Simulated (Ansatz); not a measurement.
Isolated molecules relaxed with PBE0-D4/def2-TZVP in Ansatz; ΔE leaves out vibrations. CCSD(T)/CBS adds triple-zeta CCSD(T) − MP2 to the extrapolated MP2 energy (def2 sets, frozen cores). This one scheme is used for every species. DFT in def2-TZVPP. B3LYP here is the variant with VWN-RPA as its local correlation; programs differ in this. Each species was taken in one conformer, which may not be the lowest.

Reaction (ligand exchange at the Si–C bond): `N=C[SiH]1C=N1` + CH₃OH → `CO[SiH]1C=N1` + `C=N`

Is it downhill or uphill in electronic energy at CCSD(T)/CBS, and by how much? (Estimate.)

Ansatz gave: Downhill: ΔE = -98.1 kJ/mol.

What do these levels give: PBE0-D4, ωB97M-V, B3LYP, HF/def2-TZVPP, SCS-MP2/def2-TZVPP, HF/def2-QZVPP? (Estimate.)

The calculation gave: PBE0-D4 -88.8, ωB97M-V -99.6, B3LYP -96.1, HF/def2-TZVPP -118.7, SCS-MP2/def2-TZVPP -103.7, HF/def2-QZVPP -119.9 kJ/mol.

Largest T1 diagnostic among the species: 0.016.

From PBE to PBE0 (25 % exact exchange), in def2-TZVPP and without D4, ΔE moves by −9.3 kJ/mol. In def2-TZVPP, CCSD(T) changes the Hartree–Fock value by +20.1 kJ/mol (the triples alone add +4.1 kJ/mol) and MP2 by +17.6 kJ/mol.
